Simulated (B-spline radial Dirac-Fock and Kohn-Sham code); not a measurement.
The Kβ1 (K-M3) line from Ar to Ga

Model: Dirac-Fock (average of configuration) total-energy differences with a finite nucleus, the Breit interaction including its frequency dependence, and self-energy and vacuum-polarisation corrections. Program: an atomic code on a B-spline grid. Free neutral atoms. No correlation.

The screening constant σ is defined by E = 0.8889·Ry·(Z − σ)², the hydrogen-like form of Moseley's law.

```tsv
Z	element	computed (eV)	tabulated (eV)	√E	σ
18	Ar	3191.1	3190.2	56.49	1.76
19	K	3590.3	3589.6	59.92	1.77
20	Ca	?	?	?	?
21	Sc	4460.7	4460.5	66.79	1.79
22	Ti	4931.3	4931.8	70.22	1.81
23	V	5425.9	5427.3	73.66	1.82
24	Cr	5943.7	5946.7	77.10	1.83
25	Mn	6487.6	6490.4	80.55	1.84
26	Fe	7054.9	7058.0	83.99	1.85
27	Co	7646.7	7649.4	87.45	1.85
28	Ni	8262.9	8264.7	90.90	1.86
29	Cu	8902.9	8905.3	94.35	1.87
30	Zn	9569.5	9572.0	97.82	1.87
31	Ga	10261.7	10264.2	101.30	1.87
```

Task: Estimate the missing row, Ca.

Result: Computed 4014.1 eV, tabulated 4012.7 eV, √E = 63.36, σ = 1.78.

Tabulated energies: xraylib 4.2 line table, elements in their standard states.
